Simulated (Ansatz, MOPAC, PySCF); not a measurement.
Species: H4BSiO3, charge 0, multiplicity 2. SMILES: [SiH3]OB([O])O
Coordinates optimised at B3LYP-D3(BJ)/def2-TZVP (Ansatz, a first-principles code):
```xyz
9

O     -1.6577    -1.4890     0.4764
B     -0.8922    -0.4587    -0.0039
O     -1.4567     0.4190    -0.8933
O      0.3895    -0.3340     0.4074
Si     1.6200     0.7287     0.0861
H     -2.3752     0.2443    -1.1231
H      1.9517     0.7003    -1.3547
H      1.2256     2.0971     0.4846
H      2.7782     0.2809     0.8834
```
Charge 0, spin multiplicity 2.

Unscaled harmonic wavenumbers (cm⁻¹) in rising order, each level at the stationary point that it reaches from this structure (no distance between atoms moves by over 0.3 Å); the order of modes can differ between levels, and a negative number is imaginary. B3LYP-D3(BJ)/def2-TZVP (PySCF, at the structure above): 58, 77, 100, 317, 417, 455, 649, 681, 730, 749, 963, 965, 967, 990, 1024, 1329, 1465, 2242, 2245, 2261, 3834.

PM3 (MOPAC): 48, 92, 116, 231, 341, 392, 504, 628, 639, 776, 870, 873, 878, 978, 1069, 1402, 1479, 1931, 1937, 1959, 3903. Zero-point energy 30.1 against 32.2 kcal/mol; where all levels lie over 400 cm⁻¹, the wavenumbers are on average 0.935 times those of B3LYP-D3(BJ)/def2-TZVP.

HF/6-31G* (Ansatz): 75, 102, 110, 380, 483, 494, 708, 732, 800, 815, 1048, 1053, 1054, 1084, 1103, 1483, 1565, 2402, 2407, 2423, 4132. Zero-point energy 35.0 against 32.2 kcal/mol; where all levels lie over 400 cm⁻¹, the wavenumbers are on average 1.085 times those of B3LYP-D3(BJ)/def2-TZVP.

B3LYP/6-31G* (Ansatz): 67, 86, 102, 320, 411, 453, 639, 687, 726, 750, 962, 963, 975, 1005, 1021, 1347, 1481, 2261, 2267, 2285, 3787. Zero-point energy 32.3 against 32.2 kcal/mol; where all levels lie over 400 cm⁻¹, the wavenumbers are on average 1.003 times those of B3LYP-D3(BJ)/def2-TZVP.
